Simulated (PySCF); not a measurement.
Simulation results for CH4AlNSi

Calculation on a computer-drawn molecule: the log of a Hartree-Fock and frozen-core CCSD(T) single point meant for a local Hartree-Fock minimum, with one planted fault or none, to be diagnosed. Offsets are logged minus clean, where the clean run is the same molecule without the fault. The reference is restricted for singlets and unrestricted otherwise, and also for a bond in bohr or an excited solution. Adding or removing an electron swaps singlet and doublet. The excited solution moves the top pair (singlet) or top alpha electron (doublet) to the lowest empty orbital. Highest occupied and lowest empty are orbital energies over both spins, largest force is the largest gradient component, triples share is (T) over the correlation energy, the T1 limit is 0.02 restricted and 0.045 unrestricted, electrons count all cores, a negative frequency is imaginary (commonest isotopes), and the dipole is about the centre of nuclear charge. Program: PySCF 2.14.0.

## CH4AlNSi

Logged structure:
```xyz
8
CH4AlNSi
C     -1.2791     1.3602    -2.7595
Si    -1.8091     1.4327    -0.9096
N     -0.6503     0.4464    -0.1767
Al     0.3715    -0.4652     0.7100
H     -0.2489     1.7240    -2.8670
H     -1.9268     1.9539    -3.4124
H     -1.2905     0.3201    -3.1103
H      1.3250    -1.3240     1.5830
```

- meant charge: 0
- meant multiplicity: 1
- meant basis: cc-pV(D+d)Z
- logged electrons: 43
- logged basis functions: 94
- logged SCF converged: yes
- logged spin squared: 0.7721
- logged highest occupied: -14.467 eV
- logged lowest empty: -4.7261 eV
- logged largest force: 0.066637 hartree/bohr
- logged T1 diagnostic: 0.024758
- logged D1 diagnostic: 0.10197
- logged triples share: 0.037054
- logged CC converged: yes
- logged dipole magnitude: 2.3463 debye
- logged SCF stable within its kind: yes
- logged energy HF: -625.24084 hartree
- logged energy CCSD(T): -625.71964 hartree
- possible faults: no fault, one electron removed, one electron added, multiplicity raised by two, geometry at a saddle point, SCF held on an excited solution, minimal basis STO-3G, one bond length entered in bohr, all coordinates scaled
- planted fault: one electron removed
- HF energy offset from clean run: 131.6 kcal/mol
- CCSD(T) energy offset from clean run: 153.7 kcal/mol

Drawn bonds:
| atom | other atom | order |
| --- | --- | --- |
| 1 | 2 | 1 |
| 2 | 3 | 1 |
| 3 | 4 | 2 |
| 1 | 5 | 1 |
| 1 | 6 | 1 |
| 1 | 7 | 1 |
| 4 | 8 | 1 |
